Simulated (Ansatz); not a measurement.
Correlation energies of CH₃BOS, SMILES `B1OCS1` by basis set

Cartesian coordinates in Å:
```
B -0.467 1.072 0.155
O -0.924 -0.138 -0.295
C 0.312 -0.820 -0.131
S 1.250 0.620 0.514
H -1.096 2.075 0.246
H 0.228 -1.628 0.596
H 0.697 -1.180 -1.085
```

Total charge 0; spin multiplicity 1. The structure was optimised at the PBE0-D4/def2-TZVP level. Frozen core, restricted reference, the Gaussian-basis code of Ansatz. CBS rows extrapolate triple and quadruple zeta; past MP2 they add the triple-zeta difference.

```
     basis     HF (Eh)  MP2 corr.  CCSD corr.       (T)  CCSD(T) total
  def2-SVP           ?   -0.52846    -0.56246  -0.01856              ?
def2-TZVPP  -536.79737          ?           ?  -0.03203              ?
def2-QZVPP  -536.81495   -0.71970           –         –              –
 CBS(def2)           ?   -0.75755    -0.78600     as TZ              ?
```

**Question.** Fill in the withheld values. (Best estimate.)

**Answer.** Ansatz gave: def2-SVP HF (Eh): -536.49524; def2-SVP CCSD(T) total: -537.07626; def2-TZVPP MP2 corr.: -0.66860; def2-TZVPP CCSD corr.: -0.69705; def2-TZVPP CCSD(T) total: -537.52645; CBS(def2) HF (Eh): -536.81738; CBS(def2) CCSD(T) total: -537.63541.
